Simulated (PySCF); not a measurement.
Species: C4H4F3N3O.
Structure used (PBE0-D3(BJ)/def2-SVP), in Å, numbered top down from 1:
```
atom  x, y, z in Å
C1    -2.6837    0.4347   -0.0619
C2    -1.3693   -0.2328    0.1352
N3    -1.2465   -1.5092    0.4463
N4     0.0869   -1.6713    0.5267
C5     0.6901   -0.5039    0.2639
O6     2.0344   -0.4325    0.2904
C7     2.6416    0.7719    0.0547
F8     3.9375    0.5587    0.1679
F9     2.2776    1.6828    0.9368
F10    2.3824    1.2201   -1.1592
N11   -0.1792    0.4307    0.0107
H12   -3.2964    0.3716    0.8492
H13   -3.2488   -0.0416   -0.8763
H14   -2.5223    1.4904   -0.3100
H15    0.5021   -2.5656    0.7563
```

Level: CAM-B3LYP/def2-SVPD in PySCF, non-relativistic, on one gas-phase PBE0-D3(BJ)/def2-SVP geometry that isn't relaxed in the solvent. The solvent is an IEF-PCM continuum (cavity from Bondi-type radii × 1.2), and excitations are vertical TDDFT with non-equilibrium linear response and a frozen core. Specific hydrogen bonds and non-electrostatic terms are outside this model.

Gas-phase singlets (H = HOMO, L = LUMO):

```csv
state,E (eV),λ (nm),f,leading configuration
S1,6.850,181,0.005,H-1→L+1 97%
S2,7.004,177,0.131,H→L+1 89%
S3,7.014,177,0.006,H→L 85%
S4,7.549,164,0.003,H→L+4 52%
S5,7.771,160,0.000,H→L+2 82%
```

**Question.** How does the list change in chloroform (ε = 4.711)?

**Answer.** 
```csv
state,E (eV),λ (nm),f,leading configuration,change by rank (eV)
S1,6.944,179,0.176,H→L 94%,+0.094
S2,7.017,177,0.007,H-1→L 97%,+0.013
S3,7.208,172,0.001,H→L+1 79%,+0.194
S4,7.524,165,0.011,H→L+4 57%,-0.025
S5,7.984,155,0.000,H→L+2 67%,+0.213
```

**Question.** The ground-state energy changes by -0.247 eV from gas to chloroform. By how much does the total energy of gas-phase S1 change?

**Answer.** E(S1) = E(S0) + excitation energy, so it changes by -0.247 + 0.167 = -0.080 eV: it is lowered less than the ground state, which is what a blue shift means. This is the vertical state, with the slow part of the continuum still set for S0.

**Question.** How do the frontier levels move from gas to chloroform?

**Answer.** 
```tsv
orbital	gas (eV)	solvent (eV)	change (eV)	Löwdin shares, gas	Löwdin shares, solvent
LUMO+2	1.70	1.86	+0.16	C1 30 %, H15 13 %, C2 10 %, H13 10 %	C1 34 %, C2 11 %, H12 10 %, H13 10 %
LUMO+1	1.11	1.23	+0.12	N3 22 %, C5 20 %, N4 17 %, C2 15 %	C7 20 %, C5 18 %, O6 14 %, F9 7 %
LUMO	1.05	1.20	+0.15	O6 19 %, H15 18 %, C5 17 %, C7 14 %	N3 22 %, C5 20 %, N4 18 %, C2 15 %
HOMO	-8.93	-8.86	+0.07	N3 31 %, C2 18 %, N4 16 %, C5 12 %	N3 30 %, C2 18 %, N4 17 %, C5 12 %
HOMO-1	-10.04	-10.13	-0.09	N11 41 %, N3 37 %, C2 7 %, C5 6 %	N11 41 %, N3 38 %, C2 7 %, C5 5 %
HOMO-2	-10.40	-10.35	+0.05	N11 42 %, N4 20 %, C5 11 %, C2 11 %	N11 42 %, N4 19 %, C5 11 %, C2 10 %
HOMO-3	-11.35	-11.39	-0.04	N3 30 %, N11 30 %, C2 10 %, N4 10 %	N11 30 %, N3 29 %, C2 10 %, N4 10 %
```

The HOMO–LUMO gap goes from 9.98 to 10.05 eV. Rows go by rank; for LUMO and LUMO+1 the atom shares or the degeneracy differ between the runs, so the row needn't follow one orbital.
